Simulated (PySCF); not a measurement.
C$_{4}$H$_{9}$ (SMILES C[C-](C)C), charge -1, singlet, geometry from GFN2-xTB (in this run its highest filled SCF level lies above zero, so its values depend strongly on the basis, on diffuse functions most of all); PySCF with B3LYP/6-31G, TDA.

The PySCF input:
```python
from pyscf import gto, scf, dft, tdscf

mol = gto.Mole()
mol.atom = '''
    C     0.00366132   -0.00257993    0.50987381
    C     0.00604899    1.42125247   -0.05700883
    H    -0.00171725    1.48743097   -1.17683124
    H    -0.87186003    1.98005613    0.29102195
    H     0.89392380    1.97203055    0.27830152
    C     1.22682796   -0.71573222   -0.07658806
    H     1.27104904   -0.74055799   -1.19724426
    H     2.15487708   -0.23527963    0.25807796
    H     1.26497933   -1.76050060    0.25675066
    C    -1.23425894   -0.70454644   -0.05885878
    H    -1.29484415   -0.72889586   -1.17875997
    H    -1.27709886   -1.74894672    0.27506338
    H    -2.15298495   -0.21570016    0.28911112
'''
mol.basis = '6-31g'
mol.charge = -1
mol.verbose = 4
mol.build()

mf = dft.RKS(mol)
mf.xc = 'b3lyp'
mf.kernel()
td = mf.TDA()
td.nstates = 5
td.kernel()
td.analyze()
```

The log (banner, timings and long lists left out):

```
PySCF version 2.14.0

[INPUT] verbose = 4
[INPUT] num. atoms = 13
[INPUT] num. electrons = 34
[INPUT] charge = -1
[INPUT] spin (= nelec alpha-beta = 2S) = 0
[INPUT] symmetry False subgroup None
[INPUT] Mole.unit = angstrom
[INPUT] Symbol           X                Y                Z      unit          X                Y                Z       unit  Magmom
[INPUT]  1 C      0.003661320000  -0.002579930000   0.509873810000 AA    0.006918892054  -0.004875361121   0.963521858989 Bohr   0.0
[INPUT]  2 C      0.006048990000   1.421252470000  -0.057008830000 AA    0.011430934430   2.685777922162  -0.107731075382 Bohr   0.0
[INPUT]  3 H     -0.001717250000   1.487430970000  -1.176831240000 AA   -0.003245132187   2.810837162496  -2.223888738432 Bohr   0.0
[INPUT]  4 H     -0.871860030000   1.980056130000   0.291021950000 AA   -1.647576675655   3.741763796966   0.549951781737 Bohr   0.0
[INPUT]  5 H      0.893923800000   1.972030550000   0.278301520000 AA    1.689271158230   3.726597648775   0.525913652850 Bohr   0.0
[INPUT]  6 C      1.226827960000  -0.715732220000  -0.076588060000 AA    2.318368846359  -1.352537874327  -0.144730457812 Bohr   0.0
[INPUT]  7 H      1.271049040000  -0.740557990000  -1.197244260000 AA    2.401934576491  -1.399451780458  -2.262463755608 Bohr   0.0
[INPUT]  8 H      2.154877080000  -0.235279630000   0.258077960000 AA    4.072127513302  -0.444614063389   0.487696663186 Bohr   0.0
[INPUT]  9 H      1.264979330000  -1.760500600000   0.256750660000 AA    2.390464486936  -3.326863976132   0.485188429701 Bohr   0.0
[INPUT] 10 C     -1.234258940000  -0.704546440000  -0.058858780000 AA   -2.332411363396  -1.331399813637  -0.111226974226 Bohr   0.0
[INPUT] 11 H     -1.294844150000  -0.728895860000  -1.178759970000 AA   -2.446900817495  -1.377413548729  -2.227533509901 Bohr   0.0
[INPUT] 12 H     -1.277098860000  -1.748946720000   0.275063380000 AA   -2.413367079394  -3.305030307256   0.519794455097 Bohr   0.0
[INPUT] 13 H     -2.152984950000  -0.215700160000   0.289111120000 AA   -4.068551905810  -0.407614227425   0.546340836366 Bohr   0.0

nuclear repulsion = 125.790992574556
number of shells = 38
number of NR pGTOs = 124
number of NR cGTOs = 54
basis = 6-31g
ecp = {}

******** <class 'pyscf.dft.rks.RKS'> ********
method = RKS
initial guess = minao
damping factor = 0
level_shift factor = 0
DIIS = <class 'pyscf.scf.diis.CDIIS'>
diis_start_cycle = 1
diis_space = 8
diis_damp = 0
SCF conv_tol = 1e-09
SCF conv_tol_grad = None
SCF max_cycles = 50
direct_scf = True
direct_scf_tol = 1e-13
XC library pyscf.dft.libxc version 7.1.2
    S. Lehtola, C. Steigemann, M. J. T. Oliveira, and M. A. L. Marques,  SoftwareX 7, 1–5 (2018)
XC functionals = b3lyp
    P. J. Stephens, F. J. Devlin, C. F. Chabalowski, and M. J. Frisch,  J. Phys. Chem. 98, 11623 (1994)
radial grids:
    Treutler-Ahlrichs [JCP 102, 346 (1995); DOI:10.1063/1.469408] (M4) radial grids

becke partition: Becke, JCP 88, 2547 (1988); DOI:10.1063/1.454033
pruning grids: <function nwchem_prune>
grids dens level: 3
symmetrized grids: False
atomic radii adjust function: <function treutler_atomic_radii_adjust>
small_rho_cutoff = 0
Set gradient conv threshold to 3.16228e-05
Initial guess from minao.
tot grids = 144744
init E= -157.744337513754
  HOMO = -0.201627149957979  LUMO = 0.0391400920671992  gap/eV = 6.55161
cycle= 1 E= -157.554448768312  delta_E= 0.19  |g|= 0.705  |ddm|= 3.01
  HOMO = 0.265752366646423  LUMO = 0.32773925423506  gap/eV = 1.68675
cycle= 2 E= -157.295240056888  delta_E= 0.259  |g|= 1.13  |ddm|= 5.77
  HOMO = 0.0983940798485907  LUMO = 0.281405409751874  gap/eV = 4.97999
cycle= 3 E= -157.708932309463  delta_E= -0.414  |g|= 0.14  |ddm|= 4.92
  HOMO = 0.111412965486629  LUMO = 0.276608446512972  gap/eV = 4.49520
cycle= 4 E= -157.714146269745  delta_E= -0.00521  |g|= 0.0467  |ddm|= 0.335
  HOMO = 0.106947891372936  LUMO = 0.278146035128052  gap/eV = 4.65854
cycle= 5 E= -157.71473693052  delta_E= -0.000591  |g|= 0.00477  |ddm|= 0.0709
  HOMO = 0.106736235854366  LUMO = 0.278136385646045  gap/eV = 4.66404
cycle= 6 E= -157.714747732439  delta_E= -1.08e-05  |g|= 0.000592  |ddm|= 0.0235
  HOMO = 0.106677987172513  LUMO = 0.27811280542848  gap/eV = 4.66498
cycle= 7 E= -157.714747984187  delta_E= -2.52e-07  |g|= 0.000126  |ddm|= 0.00484
  HOMO = 0.106702664634123  LUMO = 0.278113261665268  gap/eV = 4.66432
cycle= 8 E= -157.714747997501  delta_E= -1.33e-08  |g|= 1.45e-05  |ddm|= 0.00133
  HOMO = 0.106705974535008  LUMO = 0.278114963687163  gap/eV = 4.66428
cycle= 9 E= -157.714747997655  delta_E= -1.54e-10  |g|= 8.93e-07  |ddm|= 0.000131
  HOMO = 0.106705597472183  LUMO = 0.278114835390214  gap/eV = 4.66428
Extra cycle  E= -157.714747997655  delta_E=    0  |g|= 1.01e-06  |ddm|= 9.47e-06
converged SCF energy = -157.714747997655

******** <class 'pyscf.tdscf.rks.TDA'> for <class 'pyscf.dft.rks.RKS'> ********
nstates = 5 singlet
deg_eia_thresh = 1.000e-03
wfnsym = None
conv_tol = 1e-05
eigh lindep = 1e-12
eigh level_shift = 0
eigh max_cycle = 100

Excitation energies (eV)
[3.67177734 5.30666747 5.30671724 5.47313911 5.47316108]

** Singlet excitation energies and oscillator strengths **
Excited State   1:      3.67178 eV    337.67 nm  f=0.0139
      17 -> 18        0.70088
Excited State   2:      5.30667 eV    233.64 nm  f=0.0032
      17 -> 19       -0.61819
      17 -> 22        0.32687
Excited State   3:      5.30672 eV    233.64 nm  f=0.0032
      17 -> 20        0.61808
      17 -> 21        0.32708
Excited State   4:      5.47314 eV    226.53 nm  f=0.0169
      17 -> 19       -0.32445
      17 -> 21        0.15556
      17 -> 22       -0.60100
Excited State   5:      5.47316 eV    226.53 nm  f=0.0169
      17 -> 20        0.32466
      17 -> 21       -0.60088
      17 -> 22       -0.15556

** Transition electric dipole moments (AU) **
state          X           Y           Z        Dip. S.      Osc.
  1         0.0028     -0.0020      0.3933      0.1547      0.0139
  2        -0.0225      0.1549      0.0010      0.0245      0.0032
  3         0.1548      0.0226     -0.0010      0.0245      0.0032
  4        -0.0645      0.3493      0.0022      0.1262      0.0169
  5         0.3493      0.0645     -0.0022      0.1262      0.0169

** Transition velocity dipole moments (imaginary part, AU) **
state          X           Y           Z        Dip. S.      Osc.
  1        -0.0003      0.0002     -0.0433      0.0019      0.0093
  2        -0.0040      0.0273      0.0002      0.0008      0.0026
  3         0.0273      0.0040     -0.0002      0.0008      0.0026
  4        -0.0064      0.0348      0.0002      0.0013      0.0041
  5         0.0348      0.0064     -0.0002      0.0013      0.0041

** Transition magnetic dipole moments (imaginary part, AU) **
state          X           Y           Z
  1        -0.0000     -0.0000     -0.0000
  2         0.5063      0.0737     -0.0033
  3         0.0737     -0.5063     -0.0031
  4         0.0911      0.0169     -0.0006
  5         0.0168     -0.0914     -0.0006
```
